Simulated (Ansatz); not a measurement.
Born–Oppenheimer molecular dynamics of BCl₂H₄N (8 atoms, charge 0, multiplicity 1). It starts at the highest image of a converged band. Of that band: Neighbouring images differ by up to 1.5 eV, so the band resolves the path poorly. A vibrational analysis at the climbing image gives one clearly imaginary mode, 1852i cm⁻¹: a first-order saddle point.

Level of theory: RHF/def2-SVP (Ansatz 0.2.0).

```json
{
  "ensemble": "NVE (velocity Verlet)",
  "time step": "0.5 fs",
  "steps asked": "200",
  "starting velocities drawn for": "100 K",
  "seed": "7439"
}
```

Frames 5 fs apart, positions in Å, forces in eV/Å.

Velocities at 35 fs (Å/ps):

```
B 3.23 -24.29 1.45
N -0.79 -12.76 0.50
H 9.42 40.79 -6.84
H 5.51 30.24 -1.89
Cl -2.71 1.95 1.21
Cl 2.40 2.55 1.36
H -12.07 81.63 -55.96
H -15.65 126.82 -48.00
```

```xyz
8
Properties=species:S:1:pos:R:3:forces:R:3 time_fs=35 energy_less_start_eV=-2.064 T=2761
B 0.004 -0.324 0.326 -1.24 2.23 3.06
N -0.060 -0.079 1.752 1.40 -0.49 -1.29
H -0.877 -0.028 2.316 -0.56 -0.25 -0.32
H 0.748 0.204 2.297 -0.32 -0.37 -0.69
Cl 1.466 0.063 -0.529 0.83 -0.46 -0.46
Cl -1.547 -0.345 -0.524 -0.11 -0.66 -0.30
H -0.504 3.665 -0.897 -0.06 0.51 0.75
H -0.557 4.103 -0.263 0.06 -0.51 -0.75
8
Properties=species:S:1:pos:R:3:forces:R:3 time_fs=40 energy_less_start_eV=-1.853 T=2491
B 0.006 -0.417 0.363 -0.90 2.84 1.08
N -0.050 -0.145 1.747 -1.00 -0.29 -0.08
H -0.902 0.134 2.240 0.56 -0.80 -0.86
H 0.718 0.286 2.190 0.95 -0.03 0.25
Cl 1.455 0.071 -0.524 0.53 -0.81 -0.17
Cl -1.536 -0.335 -0.519 -0.14 -0.91 -0.22
H -0.573 4.145 -1.078 0.14 -1.32 -1.20
H -0.627 4.664 -0.602 -0.14 1.32 1.20
8
Properties=species:S:1:pos:R:3:forces:R:3 time_fs=45 energy_less_start_eV=-1.684 T=2271
B -0.010 -0.449 0.420 0.11 2.20 -3.10
N -0.040 -0.214 1.743 1.68 0.52 1.95
H -0.904 0.149 2.047 -0.69 0.02 0.87
H 0.778 0.306 2.075 -0.95 -0.81 0.15
Cl 1.447 0.073 -0.521 0.09 -1.00 0.19
Cl -1.525 -0.331 -0.514 -0.23 -0.93 -0.06
H -0.638 4.593 -1.288 -0.06 0.63 0.36
H -0.700 5.257 -0.911 0.06 -0.63 -0.36
8
Properties=species:S:1:pos:R:3:forces:R:3 time_fs=50 energy_less_start_eV=-1.685 T=2273
B -0.025 -0.432 0.418 0.78 1.75 -2.47
N -0.022 -0.278 1.766 -1.74 -0.30 0.52
H -0.932 0.110 1.999 0.79 -0.33 0.93
H 0.767 0.229 2.054 0.71 0.49 1.10
Cl 1.441 0.069 -0.516 0.09 -0.83 0.14
Cl -1.516 -0.333 -0.511 -0.63 -0.77 -0.22
H -0.707 5.068 -1.465 -0.11 1.31 0.37
H -0.770 5.822 -1.253 0.11 -1.31 -0.37
8
Properties=species:S:1:pos:R:3:forces:R:3 time_fs=55 energy_less_start_eV=-2.011 T=2693
B -0.024 -0.376 0.368 0.61 1.33 1.88
N -0.015 -0.341 1.799 0.36 0.84 -1.04
H -0.875 0.017 2.175 0.02 -0.47 0.25
H 0.776 0.155 2.211 -0.52 -0.76 -0.26
Cl 1.435 0.059 -0.511 0.66 -0.41 -0.28
Cl -1.512 -0.340 -0.508 -1.12 -0.53 -0.55
H -0.780 5.610 -1.633 0.12 -1.50 -0.06
H -0.835 6.320 -1.604 -0.12 1.50 0.06
8
Properties=species:S:1:pos:R:3:forces:R:3 time_fs=60 energy_less_start_eV=-2.089 T=2793
B -0.011 -0.291 0.354 -0.60 0.19 3.67
N -0.009 -0.394 1.816 0.08 0.92 -1.25
H -0.808 -0.182 2.390 -0.48 -0.53 -0.78
H 0.756 -0.040 2.361 0.56 -0.37 -0.63
Cl 1.435 0.046 -0.507 1.32 0.04 -0.61
Cl -1.514 -0.351 -0.510 -0.88 -0.25 -0.41
H -0.851 6.118 -1.811 0.00 0.04 -0.01
H -0.902 6.852 -1.946 0.00 -0.04 0.01
8
Properties=species:S:1:pos:R:3:forces:R:3 time_fs=65 energy_less_start_eV=-2.280 T=3040
B -0.010 -0.202 0.415 -1.05 -0.97 1.41
N -0.002 -0.431 1.813 -0.37 0.56 0.09
H -0.810 -0.514 2.435 0.52 0.02 -1.20
H 0.827 -0.311 2.365 0.12 -0.05 -0.36
Cl 1.442 0.034 -0.508 0.89 0.29 -0.17
Cl -1.523 -0.364 -0.514 -0.11 0.15 0.23
H -0.923 6.643 -1.976 -0.09 1.46 -0.66
H -0.968 7.367 -2.300 0.09 -1.46 0.66
8
Properties=species:S:1:pos:R:3:forces:R:3 time_fs=70 energy_less_start_eV=-2.153 T=2876
B -0.030 -0.133 0.502 -0.29 -1.10 -3.17
N 0.005 -0.458 1.810 1.52 -0.11 1.52
H -0.777 -0.841 2.276 -0.51 -0.07 0.39
H 0.905 -0.616 2.266 -0.96 0.29 -0.28
Cl 1.455 0.024 -0.509 -0.19 0.45 0.66
Cl -1.532 -0.375 -0.516 0.42 0.53 0.88
H -0.999 7.237 -2.176 0.04 -0.70 0.54
H -1.030 7.812 -2.619 -0.04 0.70 -0.54
8
Properties=species:S:1:pos:R:3:forces:R:3 time_fs=75 energy_less_start_eV=-1.814 T=2438
B -0.057 -0.089 0.528 0.57 -1.55 -3.23
N 0.021 -0.490 1.831 -1.96 -1.19 0.83
H -0.740 -1.126 2.112 0.68 1.19 -0.02
H 0.879 -0.857 2.150 0.97 0.17 0.40
Cl 1.467 0.016 -0.506 -0.78 0.63 0.96
Cl -1.538 -0.383 -0.512 0.52 0.75 1.05
H -1.074 7.811 -2.377 0.02 -0.46 0.55
H -1.093 8.278 -2.937 -0.02 0.46 -0.55
8
Properties=species:S:1:pos:R:3:forces:R:3 time_fs=80 energy_less_start_eV=-1.603 T=2168
B -0.071 -0.080 0.488 1.26 -2.51 0.07
N 0.024 -0.538 1.864 1.02 0.16 -2.09
H -0.664 -1.237 1.991 -1.00 -0.21 0.65
H 0.919 -1.000 2.069 -0.66 1.07 -0.09
Cl 1.474 0.013 -0.497 -0.87 0.71 0.75
Cl -1.542 -0.386 -0.502 0.26 0.78 0.71
H -1.150 8.387 -2.561 -0.01 0.72 -1.46
H -1.156 8.741 -3.273 0.01 -0.72 1.46
8
Properties=species:S:1:pos:R:3:forces:R:3 time_fs=85 energy_less_start_eV=-1.725 T=2324
B -0.059 -0.126 0.447 0.86 -2.44 1.81
N 0.027 -0.586 1.863 -1.36 0.72 -3.50
H -0.699 -1.288 1.999 0.48 0.61 0.46
H 0.930 -0.969 2.007 0.55 -0.16 0.60
Cl 1.475 0.015 -0.482 -0.49 0.63 0.38
Cl -1.543 -0.384 -0.487 -0.05 0.63 0.26
H -1.226 9.001 -2.814 0.00 -0.03 0.12
H -1.218 9.167 -3.539 0.00 0.03 -0.12
8
Properties=species:S:1:pos:R:3:forces:R:3 time_fs=90 energy_less_start_eV=-2.132 T=2849
B -0.029 -0.224 0.441 -0.21 -1.40 0.75
N 0.021 -0.622 1.807 0.69 -0.13 -1.45
H -0.700 -1.249 2.128 0.17 0.45 0.11
H 0.957 -0.918 2.060 -0.63 0.23 0.41
Cl 1.473 0.021 -0.466 0.03 0.45 0.08
Cl -1.545 -0.377 -0.470 -0.06 0.40 0.09
H -1.301 9.601 -3.079 -0.04 -0.01 1.39
H -1.281 9.606 -3.793 0.04 0.01 -1.39
```

Of the whole run (100 fs, mean temperature of the second half 2682 K): The conserved energy stayed within 0.21 meV per atom of its start (net change -0.13 meV per atom), so the integration is sound. The kinetic energy rose, since the run started high on the potential surface and went downhill. It ends in pieces (BCl2H2N + H2), so much of that is their flight and rotation, not heat. A run of 0.1 ps of so small a system gives no equilibrium averages. The orbitals stay closed-shell, which can raise the energy where a bond breaks towards radicals; this wasn't checked here.

Run time: 3.5 min on 1 thread of Arm Neoverse V2, on a shared host, peak memory 0.15 GiB.
